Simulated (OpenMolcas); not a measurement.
Kr²⁺: Slater's ratio, worked from levels

* Program: OpenMolcas
* Basis: ANO-R2 [6s5p4d3f1g]
* Scalar Hamiltonian: X2C, finite nucleus
* Active space: 6 electrons in 9 orbitals (RAS2 4s 4p; RAS3 4d, at most 2 electrons)
* State averaging: 2S+1 = 3 even, 3 roots; 2S+1 = 1 even, 6 roots; 2S+1 = 3 odd, 3 roots; 2S+1 = 1 odd, 3 roots
* Spin-orbit coupling: state interaction with AMFI integrals over the reference wave functions, term energies averaged over their components

Methods: RASSCF; SS-RASPT2, IPEA 0.25 Eh, imaginary shift 0.1 Eh (closed shells correlated: 3d). Measured levels: Saloman, J. Phys. Chem. Ref. Data 36, 215 (2007).

**Slater's ratio.** With one set of orbitals, p4 has 1D - 3P = 6 F2 and 1S - 1D = 9 F2 (F2 = F²/25), a ratio of 3/2. Term energies are centres of gravity, weighted by 2J + 1.

```tsv
Source	1D - 3P	1S - 3P	F2 from the first	Ratio
RASSCF	14326	32196	2388	1.247
SS-RASPT2	12762	31346	2127	1.456
measured	12538	30973	2090	1.470
```

Energies in cm-1. A ratio away from 3/2 shows effects beyond one configuration with one set of orbitals, and in heavier atoms second-order spin-orbit shifts.

CASPT2 does not keep the components of a term degenerate, so their means are used; among the terms shown or strongly mixed into the levels shown the widest spread is 32 cm-1 (4s2 4p4 1D, SS-RASPT2). Active for correlation alone: 4d; no level in the range computed is led by a configuration that fills it, so any true level of that kind is missing. Measured partners are found by configuration, term and J. A level has none where our copy of the source lacks it or the pairing is in doubt (some pairs that miss far off the trend of their configuration count as doubtful), and it then counts in no deviation. Levels of configurations outside the active space are missing.
